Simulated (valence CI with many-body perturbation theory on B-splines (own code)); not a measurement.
**Pb XLII: E2, M1 decay**

Method: configuration interaction combined with many-body perturbation theory (CI+MBPT): five valence electrons over a frozen Dirac-Fock core [Kr], a basis of 7 s, 7 p, 8 d, 6 f, 4 g, 1 h functions for each j, with the one-electron correlation potential Σ1 (screened to all orders), the two-electron term Σ2, the three-electron term Σ3, Breit, model QED; selected single and double excitations, second order for the rest, scaled by the run's own slope (own B-spline code, finite nucleus).

No measured spectrum was set against this ion. As an estimate, large intervals hold to a few tenths of a per cent, small ones and those within an open d or f shell to about a per cent. The list stops below the first excitations out of the core.

Lines 1 to 50 of 120 in falling wavelength, among levels below 1215500 cm⁻¹, chosen from the decays that carry over 1 % of a level's rate. Wavelengths and rates use the calculated energies. Electric multipoles are in the length gauge, E1 and E2 with the static RPA response of the core. Weak lines are less certain than strong ones. Lines between different terms over intervals too small for the method are left out, as are lines whose strength nearly cancels. The highest levels of a list are the least certain. Branching is blank where the lifetime is uncertain.

Levels are named by their leading jj configuration (3d3/2^4 stands for four electrons in 3d with j = 3/2), which in mixed levels can hold well under half, so a name can repeat and another be missing. Letters in brackets count levels of one name in rising energy.

| λ vac (nm) | Upper | Lower | Type | A (s⁻¹) | Branch % |
| --- | --- | --- | --- | --- | --- |
| 1103 | (4d3/2^3 4d5/2^2) J=11/2 | (4d3/2^3 4d5/2^2) J=7/2 [a] | E2 | 3.09e-07 |  |
| 623.9 | (4d3/2^3 4d5/2^2) J=9/2 | (4d3/2^3 4d5/2^2) J=11/2 | M1 | 3.32e+01 | 13.0 |
| 398.4 | (4d3/2^3 4d5/2^2) J=9/2 | (4d3/2^3 4d5/2^2) J=7/2 [a] | M1 | 1.49e+02 | 58.1 |
| 317.5 | (4d3/2^3 4d5/2^2) J=5/2 [b] | (4d3/2^3 4d5/2^2) J=3/2 [a] | M1 | 2.29e+02 | 2.7 |
| 233.5 | (4d3/2^3 4d5/2^2) J=1/2 | (4d3/2^3 4d5/2^2) J=3/2 [a] | M1 | 1.70e+03 | 87.3 |
| 190.3 | (4d3/2^3 4d5/2^2) J=7/2 [b] | (4d3/2^3 4d5/2^2) J=7/2 [a] | M1 | 2.81e+02 | 3.8 |
| 148.8 | (4d3/2^2 4d5/2^3) J=9/2 [c] | (4d3/2^2 4d5/2^3) J=9/2 [b] | M1 | 1.85e+03 | 1.6 |
| 133.2 | (4d3/2^3 4d5/2^2) J=3/2 [b] | (4d3/2^3 4d5/2^2) J=5/2 [b] | M1 | 7.98e+02 | 2.5 |
| 125.8 | (4d3/2^3 4d5/2^2) J=5/2 [b] | (4d3/2^3 4d5/2^2) J=5/2 [a] | M1 | 3.80e+03 | 44.1 |
| 122.3 | (4d3/2^2 4d5/2^3) J=3/2 [c] | (4d3/2^2 4d5/2^3) J=1/2 [b] | M1 | 1.39e+03 | 1.1 |
| 95.67 | (4d3/2^2 4d5/2^3) J=3/2 [c] | (4d3/2^2 4d5/2^3) J=5/2 [c] | M1 | 3.88e+03 | 3.2 |
| 93.83 | (4d3/2^3 4d5/2^2) J=3/2 [b] | (4d3/2^3 4d5/2^2) J=3/2 [a] | M1 | 2.33e+03 | 7.4 |
| 70.95 | (4d3/2^2 4d5/2^3) J=1/2 [a] | (4d3/2^3 4d5/2^2) J=3/2 [b] | M1 | 2.07e+04 | 5.1 |
| 67.16 | (4d3/2^2 4d5/2^3) J=3/2 [a] | (4d3/2^3 4d5/2^2) J=3/2 [b] | M1 | 9.41e+03 | 1.6 |
| 65.71 | (4d3/2^2 4d5/2^3) J=5/2 [b] | (4d3/2^3 4d5/2^2) J=3/2 [b] | M1 | 1.30e+04 | 4.1 |
| 65.41 | (4d3/2^2 4d5/2^3) J=5/2 [d] | (4d3/2^2 4d5/2^3) J=5/2 [b] | M1 | 7.67e+03 | 3.4 |
| 64.69 | (4d3/2^3 4d5/2^2) J=3/2 [b] | (4d3/2^3 4d5/2^2) J=5/2 [a] | M1 | 1.86e+03 | 5.9 |
| 53.71 | (4d3/2^2 4d5/2^3) J=5/2 [c] | (4d3/2^3 4d5/2^2) J=3/2 [b] | M1 | 6.99e+04 | 17.5 |
| 53.36 | (4d3/2^2 4d5/2^3) J=5/2 [d] | (4d3/2^2 4d5/2^3) J=7/2 [a] | M1 | 1.07e+04 | 4.8 |
| 53.16 | (4d3/2^2 4d5/2^3) J=9/2 [a] | (4d3/2^3 4d5/2^2) J=7/2 [b] | M1 | 2.74e+04 | 12.5 |
| 51.87 | (4d3/2^2 4d5/2^3) J=7/2 [a] | (4d3/2^3 4d5/2^2) J=5/2 [b] | M1 | 5.05e+04 | 15.4 |
| 51.75 | (4d3/2^2 4d5/2^3) J=5/2 [a] | (4d3/2^3 4d5/2^2) J=3/2 [a] | M1 | 1.09e+04 | 1.8 |
| 50.53 | (4d3/2 4d5/2^4) J=3/2 [a] | (4d3/2^2 4d5/2^3) J=1/2 [b] | M1 | 9.39e+03 | 1.2 |
| 50.35 | (4d3/2^2 4d5/2^3) J=5/2 [a] | (4d3/2^3 4d5/2^2) J=7/2 [a] | M1 | 3.93e+04 | 6.7 |
| 49.56 | (4d3/2^3 4d5/2^2) J=5/2 [a] | (4d3/2^4 4d5/2) J=5/2 | M1 | 2.75e+05 | 100.0 |
| 48.89 | (4d3/2^2 4d5/2^3) J=7/2 [a] | (4d3/2^3 4d5/2^2) J=9/2 | M1 | 7.38e+04 | 22.6 |
| 48.85 | (4d3/2^2 4d5/2^3) J=1/2 [a] | (4d3/2^3 4d5/2^2) J=1/2 | M1 | 1.19e+05 | 29.1 |
| 47.86 | (4d3/2^2 4d5/2^3) J=1/2 [b] | (4d3/2^3 4d5/2^2) J=3/2 [b] | M1 | 7.03e+03 | 2.3 |
| 47.56 | (4d3/2^2 4d5/2^3) J=11/2 | (4d3/2^3 4d5/2^2) J=9/2 | M1 | 3.20e+04 | 14.5 |
| 47.37 | (4d3/2 4d5/2^4) J=7/2 [a] | (4d3/2^2 4d5/2^3) J=5/2 [c] | M1 | 5.12e+04 | 8.1 |
| 47.27 | (4d3/2^2 4d5/2^3) J=5/2 [b] | (4d3/2^3 4d5/2^2) J=7/2 [b] | M1 | 3.35e+04 | 10.5 |
| 47.03 | (4d3/2^2 4d5/2^3) J=3/2 [a] | (4d3/2^3 4d5/2^2) J=1/2 | M1 | 2.63e+04 | 4.5 |
| 46.39 | (4d3/2^2 4d5/2^3) J=9/2 [a] | (4d3/2^3 4d5/2^2) J=9/2 | M1 | 2.54e+03 | 1.2 |
| 46.31 | (4d3/2 4d5/2^4) J=5/2 [a] | (4d3/2^2 4d5/2^3) J=3/2 [a] | M1 | 6.33e+04 | 6.9 |
| 46.12 | (4d3/2 4d5/2^4) J=9/2 | (4d3/2^2 4d5/2^3) J=7/2 [c] | M1 | 4.30e+04 | 9.6 |
| 45.33 | (4d3/2 4d5/2^4) J=3/2 [a] | (4d3/2^2 4d5/2^3) J=5/2 [c] | M1 | 5.83e+04 | 7.4 |
| 44.88 | (4d3/2 4d5/2^4) J=7/2 [a] | (4d3/2^2 4d5/2^3) J=9/2 [b] | M1 | 4.85e+04 | 7.7 |
| 44.65 | (4d3/2^2 4d5/2^3) J=3/2 [a] | (4d3/2^3 4d5/2^2) J=5/2 [b] | M1 | 9.94e+04 | 17.1 |
| 44.19 | (4d3/2^2 4d5/2^3) J=11/2 | (4d3/2^3 4d5/2^2) J=11/2 | M1 | 1.89e+05 | 85.5 |
| 44.00 | (4d3/2^2 4d5/2^3) J=5/2 [b] | (4d3/2^3 4d5/2^2) J=5/2 [b] | M1 | 1.17e+05 | 36.7 |
| 43.55 | (4d3/2^2 4d5/2^3) J=7/2 [a] | (4d3/2^3 4d5/2^2) J=7/2 [a] | M1 | 1.18e+05 | 36.2 |
| 43.17 | (4d3/2^2 4d5/2^3) J=9/2 [a] | (4d3/2^3 4d5/2^2) J=11/2 | M1 | 7.39e+04 | 33.6 |
| 43.09 | (4d3/2 4d5/2^4) J=5/2 [b] | (4d3/2^2 4d5/2^3) J=7/2 [c] | M1 | 2.99e+04 | 5.9 |
| 42.98 | (4d3/2 4d5/2^4) J=11/2 | (4d3/2^2 4d5/2^3) J=9/2 [b] | M1 | 4.42e+04 | 8.8 |
| 42.76 | (4d3/2^2 4d5/2^3) J=9/2 [b] | (4d3/2^3 4d5/2^2) J=7/2 [b] | M1 | 3.44e+04 | 8.9 |
| 41.55 | (4d3/2^2 4d5/2^3) J=9/2 [a] | (4d3/2^3 4d5/2^2) J=7/2 [a] | M1 | 1.16e+05 | 52.7 |
| 41.54 | (4d3/2^2 4d5/2^3) J=7/2 [b] | (4d3/2^3 4d5/2^2) J=7/2 [b] | M1 | 3.88e+04 | 33.8 |
| 41.45 | (4d3/2^2 4d5/2^3) J=5/2 [a] | (4d3/2^3 4d5/2^2) J=5/2 [a] | M1 | 5.39e+05 | 91.2 |
| 40.91 | (4d3/2^3 4d5/2^2) J=7/2 [a] | (4d3/2^4 4d5/2) J=5/2 | M1 | 1.35e+05 | 99.4 |
| 40.80 | (4d3/2 4d5/2^4) J=7/2 [a] | (4d3/2^2 4d5/2^3) J=5/2 [b] | M1 | 1.02e+05 | 16.1 |
